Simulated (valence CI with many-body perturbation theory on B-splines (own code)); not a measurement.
Hyperfine factors and g values of Cs XVII

Calculated by relativistic CI+MBPT: three valence electrons over a frozen Dirac-Fock core [Kr], a basis of 7 s, 7 p, 8 d, 6 f, 4 g, 1 h functions for each j, with the one-electron correlation potential Σ1 (screened to all orders), the two-electron term Σ2, the three-electron term Σ3, Breit, model QED; selected single and double excitations, second order for the rest, scaled by the run's own slope (own B-spline code, finite nucleus).

No measured spectrum was set against this ion. As an estimate, terms of the open shell hold to 2 to 4 % of their energy, and close levels can change places. Excitations out of the core, of the other parity, are not computed and may begin above about 67.6 eV (a cautious bound); beyond it only levels of the ground parity were kept, without lifetimes.

A/g_I is the dipole constant over the nuclear g factor μ/I (μ in nuclear magnetons, uniformly magnetised nucleus), B/Q the quadrupole constant per barn. Both hold the static response of the core; the bare values leave it out. Large factors of s and p1/2 electrons are usually good to 5 to 10 %; those of open d and f shells near neutrality can be off by tens of per cent, and small factors of p3/2, d and f electrons come from cancelling terms and can be off by a factor of two or in sign, in half-filled shells by more. B is blank for J = 1/2, where it vanishes, and for nearly pure S terms. Energies count from the lowest level.

Names give the largest LS component (configuration and term), which can be under half, so a name can repeat, a term be missing and a line seem to break the LS rules; names also repeat where a configuration has a term twice. Letters in brackets count levels of one name in rising energy.

```
         Level  E (eV)      g  A/g_I (MHz)  A/g_I bare  B/Q (MHz/b)  B/Q bare
    4d³ ⁴F_3/2    0.00  0.486         6420        5770        -2150     -2030
    4d³ ⁴F_5/2    1.67  1.036         3390        3340        -1560     -1470
    4d³ ⁴F_7/2    2.98  1.187         2890        3000        -1090     -1050
    4d³ ⁴F_9/2    3.80  1.206         3140        3270          433       389
    4d³ ⁴P_3/2    3.86  1.406         2430        2780        -2170     -2050
    4d³ ⁴P_1/2    4.44  2.143        -3990       -2810                       
    4d³ ²G_7/2    6.00  0.950         3700        3560         1830      1730
    4d³ ²H_9/2    6.23  1.072         3200        3190         3710      3490
    4d³ ⁴P_5/2    6.45  1.556          551        1070         3540      3330
4d³ ²D_3/2 [a]    7.38  1.170         3080        3170        -3710     -3500
    4d³ ²P_1/2    7.85  1.190         -492        -349                       
   4d³ ²H_11/2    8.31  1.090         3260        3260         8040      7580
4d³ ²D_5/2 [a]    9.06  1.205         2770        2900        -1420     -1340
    4d³ ²G_9/2    9.68  1.072         2660        2660         2520      2380
    4d³ ²F_5/2   10.34  0.914         3060        2880         4850      4570
    4d³ ²F_7/2   10.56  1.129         3220        3270         2040      1940
    4d³ ²P_3/2   10.84  1.191         2670        2780          651       612
4d³ ²D_3/2 [b]   15.61  0.807         5410        5100         4630      4370
4d³ ²D_5/2 [b]   15.97  1.170         2410        2510         2960      2790
  4d²5s ⁴F_3/2  126.51  0.441       -12200      -11300          844       800
  4d²5s ⁴F_5/2  127.04  1.008        22200       20700          797       755
  4d²5s ⁴F_7/2  129.21  1.227        15800       14900         1790      1680
  4d²5s ²F_5/2  129.78  0.933        -7280       -6530         1850      1740
```

**Question.** Take the isotope of mass number 134, with I = 4, μ = 2.9893 μN and Q = 0.37 b. What is the hyperfine structure of 4d³ ⁴F_5/2?

**Answer.** From the table A = 2530 MHz, B = -575 MHz. Shifts from the centre of gravity in MHz: F = 3/2: -31900, F = 5/2: -25400, F = 7/2: -16400, F = 9/2: -4890, F = 11/2: 8990, F = 13/2: 25200.
